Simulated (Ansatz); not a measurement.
## Ligand exchange: BH(CH3)I + C2H6O → BH(CH3)(OH) + C2H5I

Species: BH(CH3)I, singlet; C2H6O (ethanol) `CCO`, singlet; BH(CH3)(OH), singlet; C2H5I (iodoethane) `CCI`, singlet. The partners trade I for OH: B–I and C–OH bonds give way to B–OH and C–I.

Shapes, held fixed at every level: PBE0-D4/def2-TZVP. Flexible molecules stand in one conformer, not always the lowest. Programs: Ansatz 0.2.0. The zero-point and thermal change to 298 K, harmonic and unscaled (PBE0-D4/def2-TZVP), is +0.9 kJ/mol.

(1) Estimate ΔH(298 K) of this reaction.

## Answers

(1) The highest level, CCSD(T)/def2-TZVPP, gives ΔH(298 K) = -110.9 kJ/mol; the levels span -113.5 to -103.8. The column of differences is taken from that level and isn't an error. No measured value is set beside it here. For atoms past krypton def2 sets carry core potentials with scalar relativity. Correlated rows may include outer-core shells of I, which these sets cover unevenly. Times are processor times on shared x86 and Arm servers, and rough.

```json
{"level": "HF/def2-SVP", "kind": "Hartree–Fock", "ΔH(298 K) (kJ/mol)": "-103.8", "less CCSD(T)/def2-TZVPP": "+7.1", "CPU time (sum over the molecules)": "–"}
{"level": "r2SCAN0-D4/def2-TZVPP", "kind": "global hybrid", "ΔH(298 K) (kJ/mol)": "-107.6", "less CCSD(T)/def2-TZVPP": "+3.3", "CPU time (sum over the molecules)": "26 s"}
{"level": "wB97M-V/def2-TZVPP", "kind": "range-separated hybrid", "ΔH(298 K) (kJ/mol)": "-112.1", "less CCSD(T)/def2-TZVPP": "-1.2", "CPU time (sum over the molecules)": "58 s"}
{"level": "wB97X-V/def2-TZVPP", "kind": "range-separated hybrid", "ΔH(298 K) (kJ/mol)": "-107.7", "less CCSD(T)/def2-TZVPP": "+3.2", "CPU time (sum over the molecules)": "42 s"}
{"level": "B2PLYP/def2-TZVPP", "kind": "double hybrid", "ΔH(298 K) (kJ/mol)": "-113.5", "less CCSD(T)/def2-TZVPP": "-2.6", "CPU time (sum over the molecules)": "29 s"}
{"level": "CCSD/def2-TZVPP", "kind": "coupled cluster or CI", "ΔH(298 K) (kJ/mol)": "-110.3", "less CCSD(T)/def2-TZVPP": "+0.6", "CPU time (sum over the molecules)": "–"}
{"level": "CCSD(T)/def2-TZVPP", "kind": "coupled cluster or CI", "ΔH(298 K) (kJ/mol)": "-110.9", "less CCSD(T)/def2-TZVPP": "0.0", "CPU time (sum over the molecules)": "5.3 min"}
```
